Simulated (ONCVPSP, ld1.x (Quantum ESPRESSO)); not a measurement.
# Pseudopotentials across the periodic table

Generated with ld1.x 7.5 (TM, RRKJ, ultrasoft, PAW), atompaw 4.2 or ONCVPSP 4.0.1. The cutoff is in Ry: for ld1.x and atompaw files where the sum of valence levels is converged to 10 mRy in a Bessel basis, for ONCV files where the hardest occupied wave has 1 mHa per electron of residual kinetic energy. The error is the largest all-electron minus pseudo excitation energy over each file’s own four to seven test configurations (ionisations up to +4, promotions, holes and added fractions of an electron), all of which were solved. The labels leave out finer settings (local radius, basis sizes, second energies), which also bear on the numbers. Spin-polarised tests are not counted. The rows are a selection from randomly drawn settings: files with unsolved tests, undetermined cutoffs or missed reference levels are left out.

A true bound ghost makes a file unfit for plane-wave use even where its test errors are small: the radial tests pick states by their node count and pass the ghost by.

| element | potential | cutoff (Ry) | largest error (meV) | bound ghosts |
| --- | --- | --- | --- | --- |
| Li | ONCV, PBE, scalar-relativistic, rc 0.65/0.55 (sp), local smoothed, core correction no, reference 1s2, qcut 14.9/17.2, projectors 1/2 | 181 | +94 | none |
| C | ONCV, PBE, scalar-relativistic, rc 1.10/1.10/1.25 (spd), local s, core correction yes, reference 2s2, qcut 5.4/6.4/7.8, projectors 0/2/2 | 79 | +321 | none |
| Ni | ONCV, LDA (Perdew-Wang 92), scalar-relativistic, rc 1.20/1.00/1.30 (spd), local smoothed, core correction no, reference 3s2 3p6 3d8, qcut 8.5/14.7/11.1, projectors 1/2/2 | 114 | +1350 | none |
| Br | ONCV, PBEsol, scalar-relativistic, rc 1.20/1.75 (sp), local smoothed, core correction yes, reference 4s2 4p4, qcut 4.7/5.7, projectors 3/2 | 78 | -89 | s |
| Sn | ONCV, PBEsol, fully relativistic, rc 2.15/2.70/1.60 (spd), local smoothed, core correction yes, reference 4d10 5s2 5p1.5, qcut 2.7/2.7/9.3, projectors 2/2/2 | 65 | -490 | s |
| Sb | TM, PBEsol, scalar-relativistic, rc 1.55/2.10/1.05 (spd), local p, core correction yes, reference 4d10 5s2 5p2.75 | 110 | -18 | none |
| Ba | ONCV, PBE, scalar-relativistic, rc 2.85/2.40/2.20 (spd), local smoothed, core correction yes, reference 5s2 5p6 6s2, qcut 4/6/4.3, projectors 2/2/2 | 21 | -18 | none |

Fill in the row for He: TM, PBE, scalar-relativistic, rc 0.85/0.75 (sp), local smoothed, core correction no, reference 1s2.

cutoff 80 Ry, largest error +29 meV, bound ghosts: none.

Fill in the row for Sr: ONCV, LDA (Perdew-Zunger), scalar-relativistic, rc 1.75/2.00/1.55 (spd), local smoothed, core correction yes, reference 4s2 4p6 5s1, qcut 7.6/5.9/6.1, projectors 2/2/2.

cutoff 37 Ry, largest error -2.3 meV, bound ghosts: none.
